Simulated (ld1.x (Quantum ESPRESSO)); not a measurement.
**Which change was made? (Ge, TM)**

- Element: Ge
- Generator: ld1.x (Quantum ESPRESSO) 7.5
- Type: norm-conserving Troullier–Martins (Kleinman–Bylander form)
- Functional: PBE
- Relativity: fully relativistic
- Frozen core: [Ar] 3d10
- Valence charge: 4
- Reference configuration: 4s2 4p2
- Partial waves: 4s (bound): rc 1.60 bohr; 4p (bound): rc 2.00 bohr; 4d channel at 0.15 Ry: rc 1.60 bohr
- Local potential: all-electron potential smoothed inside 1.70 bohr (lloc = -1)
- Core correction: none

Open shells are filled in proportion to 2j + 1 (rel_dist='average').

Cutoffs, loose and tight: the cutoffs (Ry, on a coarse ladder) from which the occupation-weighted sum of valence levels, in a spherical-Bessel basis at the reference potential, stays within 10 and 1 mRy of its value at 400 Ry. They do not see the model core or the augmentation charge, which bear on the density cutoff. Test errors are all-electron minus pseudo excitation energies from the reference, over the configurations 4s2 4p1; 4s2 4p0; 4s1 4p0; 4s2 4p1.5; 4s0 4p4; 4s1 4p2; 4s2 4p2.3; variants that change the core or the reference have their own tests. The largest error is taken over the tests solved by every variant that gives reliable tests at all, those not shown here included: 4s0 4p4; 4s1 4p0; 4s1 4p2; 4s2 4p0; 4s2 4p1; 4s2 4p1.5.

The base gives: outcome: generated; cutoff, loose: 18 Ry; cutoff, tight: 40 Ry; bound ghosts: d3/2, d5/2; largest test error (meV): +104.

Question: After one change the result is: outcome: generated; cutoff, loose: 12 Ry; cutoff, tight: 30 Ry; bound ghosts: none; largest test error (meV): +54. Which change was it?
A. all radii scaled by about 0.90 (s 1.44, p 1.80, d 1.44 bohr); local potential all-electron potential smoothed inside 1.54 bohr (lloc = -1)
B. all radii scaled by about 0.82 (s 1.32, p 1.64, d 1.32 bohr); local potential all-electron potential smoothed inside 1.40 bohr (lloc = -1)
C. all radii scaled by about 1.38 (s 2.20, p 2.76, d 2.20 bohr); local potential all-electron potential smoothed inside 2.34 bohr (lloc = -1)
D. all radii scaled by about 1.24 (s 1.98, p 2.48, d 1.98 bohr); local potential all-electron potential smoothed inside 2.12 bohr (lloc = -1)

Answer: C. The others give: all radii scaled by about 0.90 (s 1.44, p 1.80, d 1.44 bohr); local potential all-electron potential smoothed inside 1.54 bohr (lloc = -1) → outcome: generated; cutoff, loose: 30 Ry; cutoff, tight: 70 Ry; bound ghosts: d3/2, d5/2; largest test error (meV): +139 | all radii scaled by about 0.82 (s 1.32, p 1.64, d 1.32 bohr); local potential all-electron potential smoothed inside 1.40 bohr (lloc = -1) → outcome: generated; cutoff, loose: 40 Ry; cutoff, tight: 90 Ry; bound ghosts: d3/2, d5/2; largest test error (meV): +581 | all radii scaled by about 1.24 (s 1.98, p 2.48, d 1.98 bohr); local potential all-electron potential smoothed inside 2.12 bohr (lloc = -1) → outcome: generated; cutoff, loose: 15 Ry; cutoff, tight: 35 Ry; bound ghosts: d3/2, d5/2; largest test error (meV): +76.
